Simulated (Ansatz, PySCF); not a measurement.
Caution: the highest occupied level lies above zero, so the state may not be bound. This triplet is an excited state, 1.42 eV above the relaxed singlet at the level frozen-core CCSD(T)/aug-cc-pVTZ // B3LYP-D3(BJ)/def2-SVPD (Ansatz, a first-principles code).

B3LYP has the VWN-RPA correlation part, as in Gaussian. 

Z-matrix (Å, degrees):
```
B
F 1 1.4025
S 1 1.8242 2 124.00
H 3 1.4338 1 108.60 2 -89.62
```
Charge -1, spin multiplicity 3.

**Question.** What total energy and highest occupied spin orbital does B3LYP-D3(BJ)/def2-TZVPD // B3LYP-D3(BJ)/def2-SVPD run with PySCF 2.14.0 give?

**Answer.** 
```
Quantity                             Result
-----------------------------  ------------
total energy                   -523.5761 Ha
highest occupied spin orbital       1.60 eV
```
